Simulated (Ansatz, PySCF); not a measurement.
Dimer: H2O (SMILES O) (first 3 atoms) with AsH3 (SMILES [AsH3]); geometry from B3LYP-D3(BJ)/def2-TZVP.
(charge 0, multiplicity 1):
```xyz
7

O     -0.049     0.632    -0.600
H     -0.910     0.306    -0.879
H     -0.001     0.439     0.346
As     0.232    -0.455     2.879
H     -0.198     0.235     4.165
H      1.646    -0.698     3.382
H     -0.259    -1.817     3.348
```

Basis-set superposition error: the interaction energy with monomers in their own basis, and in the dimer's basis (counterpoise).

Run with Ansatz (Gaussian basis) for Hartree–Fock, density functionals and correlated methods; PySCF for 6-31G* rows. 

```tsv
level	uncorrected (meV)	counterpoise (meV)	difference
BLYP/def2-TZVPPD	-55.3	-49.6	5.7
revPBE/def2-TZVPPD	-53.3	-47.2	6.1
B97M-V/def2-TZVPPD	-95.3	-90.7	4.6
B3LYP/def2-TZVPPD	-66.5	-61.5	5.0
wB97M-V/def2-TZVPPD	-93.1	-86.8	6.3
MP2/6-31G*	-92.4	-40.4	52.0
MP2/aug-cc-pVTZ	-98.8	-85.2	13.5
CCSD/aug-cc-pVTZ	-82.8	-71.3	11.4
CCSD(T)/aug-cc-pVDZ	-98.1	-63.0	35.2
CCSD(T)/aug-cc-pVTZ	-94.9	-82.6	12.3
```

The error is largest for MP2/6-31G* (52.0 meV) and smallest for B97M-V/def2-TZVPPD (4.6 meV).

Ansatz is a program for electronic structure.
